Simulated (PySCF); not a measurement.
**LaS: one state, many levels of theory**

State: doublet, about 0.1 electrons in the 4f shell (Mulliken). Set-up: basis La x2c-SVPall, S x2c-SVPall; spin-free X2C with a Gaussian nucleus; PySCF 2.14. De refers to La (5d1 6s2) + S in their high-spin ground configurations, without counterpoise correction. The functionals are run spin-unrestricted. A positive dipole means La(−)S(+).

```tsv
Level	Re (Å)	ωe (cm⁻¹)	De (eV)	μ (D)
UHF	2.392	475	n/a	-6.58
UHF-MP2	2.375	470	n/a	n/a
UHF-SCS-MP2	2.381	468	n/a	n/a
UHF-CCSD	2.379	472	n/a	n/a
UHF-CCSD(T)	2.392	453	n/a	n/a
PBE	2.372	450	n/a	-5.11
revPBE	2.379	446	n/a	-5.15
r²SCAN	2.373	457	n/a	-5.51
PBE0	2.359	469	n/a	-5.57
B2PLYP	2.384	452	n/a	-6.13
```

**Question.** What does a quarter of exact exchange do here, going from PBE to PBE0?

**Answer.** PBE0 less PBE: -1.3 pm in Re, +4.2 % in ωe. Exact exchange removes part of the self-interaction that spreads semilocal densities, and in most molecules shortens and stiffens the bond and lowers De; so it does here.

**Question.** What does the step from GGA to meta-GGA do here, going from PBE to r²SCAN?

**Answer.** r²SCAN less PBE: +0.1 pm in Re, +1.6 % in ωe. 

**Question.** What does second-order correlation do here, going from UHF to UHF-MP2?

**Answer.** UHF-MP2 less UHF: -1.7 pm in Re, -1.1 % in ωe. Correlation nearly always deepens the well. The bond shortens, as is common for weak, ionic, metallic or heavy-atom bonds, where dispersion and the correlation of outer-core electrons can pull the atoms together.

Correlated steps freeze 23 core orbitals. Spin–orbit coupling is left out, which matters for elements this heavy, above all for dissociation energies. B2PLYP dipoles, levels and charges come from its SCF part alone. The state is the lowest single determinant that the PBE0 search found; with open d or f shells the true ground state can be another one.

The whole job (state search and all levels along the bond) took about 6.5 min on 2 threads of Arm Neoverse V2 (shared host), peak memory 1.7 GiB.
